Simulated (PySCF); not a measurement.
PySCF input file for C2H6BClO2, SMILES CCOB(O)Cl, C-PCM-B3LYP/def2-SVP. The structure is a stationary point at PBE-D3(BJ)/def2-SVP. Other conformers were not sampled.

```python
import numpy as np
from pyscf import gto, scf, dft
from pyscf.solvent import pcm

mol = gto.M(
    atom='''
    B     0.33679943    0.10632061    0.43851919
    Cl    1.10471308   -0.96467874    1.64974542
    O     0.97597996    1.23533793    0.00416956
    H     1.83546510    1.35352458    0.44441504
    O    -0.88844756   -0.24139354   -0.01823602
    C    -1.55138607    0.55495759   -1.00977141
    C    -1.11421181    0.16830803   -2.41421867
    H    -2.63762869    0.37466132   -0.87329016
    H    -1.35696124    1.63305613   -0.82291281
    H    -1.27918031   -0.91291717   -2.59331124
    H    -1.69317315    0.73774585   -3.16933075
    H    -0.03931311    0.39071575   -2.56736586
    ''',
    basis='def2-SVP',
    charge=0,
    spin=0,
    max_memory=1600,
    verbose=3,
)
mf = dft.RKS(mol, xc='b3lyp').density_fit(auxbasis='def2-universal-jkfit')
mf.grids.level = 3
mf.conv_tol = 1e-9
mf.max_cycle = 100
mf.kernel()
res = {}
for name, eps in {'water': 78.355, '2-propanol': 19.264, 'tetrahydrofuran': 7.4257}.items():
    s = mf.PCM()
    s.with_solvent.method, s.with_solvent.eps, s.with_solvent.lebedev_order = 'C-PCM', eps, 29
    s.kernel(mf.make_rdm1())
    res[name] = (s.e_tot, eps, s.dip_moment(), s.mo_energy, s.converged)
    print(f'{name}: electrostatic solvation free energy {(s.e_tot - mf.e_tot) * 627.509474:.3f} kcal/mol')
```

Output:

```
converged SCF energy = -715.157480345893

WARN: PCM is an experimental feature. It is still in testing.
Features and APIs may be changed in the future.

converged SCF energy = -715.165500465108
Dipole moment(X, Y, Z, Debye):  0.40434,  2.00612, -1.39519
water: electrostatic solvation free energy -5.033 kcal/mol

WARN: PCM is an experimental feature. It is still in testing.
Features and APIs may be changed in the future.

converged SCF energy = -715.165147231414
Dipole moment(X, Y, Z, Debye):  0.40000,  1.98645, -1.38417
2-propanol: electrostatic solvation free energy -4.811 kcal/mol

WARN: PCM is an experimental feature. It is still in testing.
Features and APIs may be changed in the future.

converged SCF energy = -715.164411415142
Dipole moment(X, Y, Z, Debye):  0.39106,  1.94608, -1.36146
tetrahydrofuran: electrostatic solvation free energy -4.349 kcal/mol
```

The calculation finished and met its thresholds.

Cost: around 2.8 core-minutes (rough).
